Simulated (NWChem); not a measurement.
## Atomisation of hydrogen telluride (H2Te)

SMILES: [TeH2]
```xyz
3

Te     0.0000     0.0000    -0.0435
H     -1.1788     0.0000     1.1300
H      1.1788     0.0000     1.1300
```
Charge 0, spin multiplicity 1.

All runs are NWChem calculations. All single points use one geometry, from PBE0/def2-SVP with def2 effective core potentials on Te, a minimum by its harmonic frequencies.

Basis set: def2-TZVP. The atomisation energy is electronic alone: no zero-point, thermal, spin-orbit or counterpoise terms. No value is extrapolated to the basis-set limit. Free atoms are single determinants with multiplicities Te 3, H 2. Correlated methods freeze the same cores in atoms and molecule, 4 orbitals in all.

```json
[
 {"method": "CCSD(T)", "atomisation energy (kcal/mol)": "135.2"},
 {"method": "TPSS", "atomisation energy (kcal/mol)": "147.6"},
 {"method": "PBE", "atomisation energy (kcal/mol)": "141.8"},
 {"method": "HF", "atomisation energy (kcal/mol)": "92.5"},
 {"method": "r2SCAN", "atomisation energy (kcal/mol)": "140.8"},
 {"method": "MP2", "atomisation energy (kcal/mol)": "129.5"},
 {"method": "B3LYP", "atomisation energy (kcal/mol)": "142.7"},
 {"method": "BHandHLYP", "atomisation energy (kcal/mol)": "138.0"},
 {"method": "PBE0", "atomisation energy (kcal/mol)": "139.0"}
]
```

The values span 55.1 kcal/mol, from HF (lowest) to TPSS (highest). 

Effective core potentials replace the inner electrons of Te; spin-orbit coupling is left out. The correlated methods keep 4 core orbitals frozen. B3LYP has NWChem's definition, with VWN1-RPA local correlation. No SCF solution was tested for a lower state. Open-shell Hartree-Fock references start from PBE0 orbitals. Coupled-cluster values serve here as a point of comparison, not as the truth.
